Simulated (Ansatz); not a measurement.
CH7AlClNSi (`[NH2][AlH][CH]([SiH3])Cl`), relaxed with RKS PBE-D4/def2-SVP in the Gaussian-basis code of Ansatz from a rough embedded geometry. The force threshold is 0.03 eV/Å; the program also tests the step.

Charge 0, multiplicity 1.

Start:

```xyz
12

N     1.668    0.534   -2.039
Al    0.769    1.032   -0.441
C    -0.955    0.158    0.053
Si   -0.695   -0.862    1.647
Cl   -1.418   -1.025   -1.217
H     0.962    0.762   -2.865
H     1.829   -0.474   -2.063
H     1.415    2.073    0.518
H    -1.690    0.896    0.157
H    -1.945   -1.447    2.030
H    -0.308    0.172    2.721
H     0.368   -1.818    1.498
```

(1) By how much does the energy fall, and how many steps does the optimiser take? (Best estimate.)

(2) Which bonds change most? (Estimate.)

(3) Give the relaxed structure. (An estimate is asked.)

Answers

(1) Computed: 0.97 eV, in 13 steps.

(2) The calculation gave: N1–Al2 from 1.900 to 1.776 Å; N1–H6 from 1.110 to 1.024 Å; Si4–H10 from 1.432 to 1.505 Å; Si4–H12 from 1.437 to 1.505 Å.

(3) Computed: 
```xyz
12

N     1.486    0.378   -1.995
Al    0.791    1.005   -0.486
C    -0.936    0.228    0.115
Si   -0.793   -0.858    1.664
Cl   -1.625   -0.802   -1.239
H     1.013   -0.321   -2.575
H     2.375    0.656   -2.417
H     1.565    2.115    0.360
H    -1.677    1.033    0.316
H    -2.114   -1.472    2.042
H    -0.291   -0.008    2.805
H     0.207   -1.954    1.410
```
